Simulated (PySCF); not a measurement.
**AlPb at B2PLYP**

Level: B2PLYP. basis Al def2-SVP, Pb def2-SVP with ECP60; scalar-relativistic core potentials; PySCF 2.14.

- state: ⁴Σ⁻ (quartet), unpaired electrons σ ↑, π ↑↑
- bond length: 2.729 Å
- harmonic wavenumber: 243 cm⁻¹
- force constant: 0.831 mdyn/Å
- rotational constant Be: 0.09477 cm⁻¹
- anharmonicity ωexe: 0.890 cm⁻¹
- vibration–rotation constant αe: 0.000492 cm⁻¹
- well depth De to Al + Pb: 1.90 eV
- dissociation energy D0: 1.88 eV
- bond order (Mayer): 1.36
- dipole moment (positive dipole means Al(−)Pb(+)): -0.89 D

Correlated steps freeze 9 core orbitals. Spin–orbit coupling is left out, which matters for elements this heavy, above all for dissociation energies. B2PLYP dipoles, levels and charges come from its SCF part alone. The state was picked by a PBE0 search and need not be the measured ground state.
